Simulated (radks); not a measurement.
Values are calculated unless marked as measured or tabulated.
The holmium ion Ho55+, configuration [Ne] 3s2.

Code: a radial shooting solver on a logarithmic mesh with Libxc functionals. Model: scalar-relativistic Kohn-Sham, exchange-only LDA, spin-polarised, spherical densities, point nucleus.

Energy parts (eV):
total: -252677.43
kinetic: 279181.55
electron-nucleus: -551374.55
Hartree: 22725.35
exchange: -3209.78

Orbitals (lengths in bohr, moments of r in powers of bohr):
| orbital | occ. | eigenvalue (eV) | <r> |
|---|---|---|---|
| 1s | 2 | -59747.32 | 0.02074 |
| 2s | 2 | -13336.34 | 0.08684 |
| 2p | 6 | -12322.82 | 0.07667 |
| 3s | 2 | -5458.875 | 0.2080 |

The highest occupied level is 3s at -5458.9 eV. Summed over all electrons, <r^2> = 0.1603 bohr^2, which gives a Langevin (diamagnetic) susceptibility term of -0.127 x 10^-6 cm^3/mol. The density falls to 0.001 e/bohr^3 at r = 0.58 bohr.
